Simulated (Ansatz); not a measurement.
A run for Ansatz (a quantum-chemistry and plane-wave program): R-CCSD(T)/def2-SVP on H3InO (SMILES [OH][InH2]), a point of a torsion scan. Elements past Kr take the def2 small-core potentials; no spin–orbit coupling. The run froze 10 orbitals, filled d shells among them.

Ansatz 0.2 input:
```yaml
crystal:
  periodic: [false, false, false]
  atoms:
    - {symbol: O, position_ang: [1.29568204, -0.33953266, -0.25388671]}
    - {symbol: In, position_ang: [-0.55330494, 0.21904267, -0.21512320]}
    - {symbol: H, position_ang: [2.00546029, 0.06378900, 0.24050214]}
    - {symbol: H, position_ang: [-1.19776796, 0.70266647, -1.70449420]}
    - {symbol: H, position_ang: [-1.44822527, 0.09804138, 1.22847160]}
basis:
  gaussian:
    orbitals: def2-SVP
magnetization: {spin_polarized: false}
correlation: {method: ccsd_t, electrons: outside_noble_gas}
scf: {lower_state_search: off}
```

Output:

```
WARN ansatz: RAYON_NUM_THREADS=1 ignored (pool sized by the plan → 1); use --threads N
Functional definition: HF
these checks for a lower state are left out or cut short: stability, starts, cluster_reference, orbital_swaps, neighbouring_geometries, increment
integrals: 0.03 GiB planned
622 factors; integrals over basis functions are off by at most 4.4e-4 eV
mean field: 0.10 GiB planned
mean field evaluation 1: about -7227.8553 eV, gradient 3.8e1 eV
mean field evaluation 2: about -7227.8693 eV, gradient 3.8e1 eV
mean field evaluation 4: about -7230.7956 eV, gradient 1.8e0 eV
mean field evaluation 8: about -7230.8125 eV, gradient 5.4e-4 eV
mean field -7230.81254013 eV, -265.7274596290 hartree, gradient 2.9e-6 eV, S^2 0.000000; 0 other end points of the search recorded, 0 dependent functions left out
10 core orbitals not correlated, not the lowest: weight in the atoms' cores, before any rotation towards them, 0.912 or more for the frozen orbitals, at most 0.081 for the correlated occupied ones
reference -7230.81254013 eV, -265.7274596290 hartree; 6, 6 occupied and 39, 39 virtual orbitals, 622 factors
second order -6.97069214 eV of doubles, -0.00000000 eV of singles
coupled cluster: 0.09 GiB planned
cycle   1  -7.19155719 eV  change   -2.2e-1 eV  update   7.7e-2
cycle   2  -7.40619301 eV  change   -2.1e-1 eV  update   2.5e-2
cycle   3  -7.48467647 eV  change   -7.8e-2 eV  update   1.6e-2
cycle   4  -7.48136228 eV  change    3.3e-3 eV  update   4.5e-3
cycle   5  -7.47985734 eV  change    1.5e-3 eV  update   2.2e-3
cycle   6  -7.48044275 eV  change   -5.9e-4 eV  update   7.6e-4
cycle   7  -7.48019996 eV  change    2.4e-4 eV  update   2.9e-4
cycle   8  -7.48014952 eV  change    5.0e-5 eV  update   9.3e-5
cycle   9  -7.48018629 eV  change   -3.7e-5 eV  update   4.0e-5
cycle  10  -7.48018544 eV  change    8.5e-7 eV  update   1.5e-5
cycle  11  -7.48018592 eV  change   -4.8e-7 eV  update   6.8e-6
perturbative correction -0.13825730 eV, -0.0050808620 hartree
Total energy: -7238.43098335 eV, -266.0074322534 hartree
Checks for a lower state left out: stability, starts, cluster_reference, orbital_swaps, neighbouring_geometries, increment
```

The calculation finished and met its thresholds.

Cost: about 0.9 core-seconds (a rough figure).
